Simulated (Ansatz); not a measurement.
`C[S][Ge][NH2]`. The species carries charge 0 and has multiplicity 1. Correlated methods include outer-core shells of Ge, which these sets cover unevenly. Scalar relativity is left out up to krypton.

```xyz
9

C     0.911    0.572   -0.888
S    -0.657    1.470   -0.821
Ge   -1.988    0.412    0.646
N    -0.873   -0.937    1.153
H     1.406    0.571    0.084
H     0.765   -0.451   -1.236
H     1.552    1.091   -1.601
H     0.067   -1.112    0.835
H    -1.182   -1.617    1.829
```

(1) Give the diagnostics of a CCSD(T)/def2-TZVPP run (frozen core, the Gaussian-basis code of Ansatz). (Estimate.)

Answers

(1) The calculation gave: T1 = 0.0138, largest single amplitude 0.047, largest double 0.056, (T) share of the correlation energy 4.3 %, 9 CCSD cycles. The RHF solution is stable towards an unrestricted one. T1 lies under the customary mark of 0.02 for closed shells.
